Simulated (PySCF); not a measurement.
## Removing the step error of a finite difference

System: CH10N2Si2 (SMILES N[SiH2]C[SiH2]N), singlet, at a GFN2-xTB geometry, atoms displaced at random by about 0.03 Å a coordinate. Level: PBE/STO-3G, gradient in PySCF. Sums are taken with unrounded values, so a last digit can differ.

Central differences of the energy along z of atom 3 gave a gradient component of 0.013302 Eh/bohr at step 0.05 and 0.015905 Eh/bohr at step 0.2 (atomic units).

Question: Extrapolate to zero step.

Answer: The leading error of a symmetric difference goes as h², so A(h) = A0 + c h². Then c = (0.015905 - (0.013302))/(0.2² - 0.05²) = 0.0694 (atomic units) and A0 = 0.013302 - c × 0.05² = 0.013128 Eh/bohr. The analytic value from the same program and level (with grid response) is 0.013129 Eh/bohr: the smaller step missed it by 0.000172, the extrapolation by -0.000001.
